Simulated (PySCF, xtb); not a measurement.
OSn, SMILES [Sn]=[O] (connectivity only; charge and spin as stated), charge +1, multiplicity 2.

Harmonic wavenumbers (cm⁻¹) from GFN2-xTB run with xtb at its own minimum, in rising order: 462.

Problem. What does PBE0-D3(BJ)/def2-TZVP run with PySCF give at its own minimum? (Estimate from the structure and the level; the computed values follow.)

Solution. 648. Paired by order, the mean absolute difference is 186 cm⁻¹ and the zero-point energies are 0.7 and 0.9 kcal/mol.
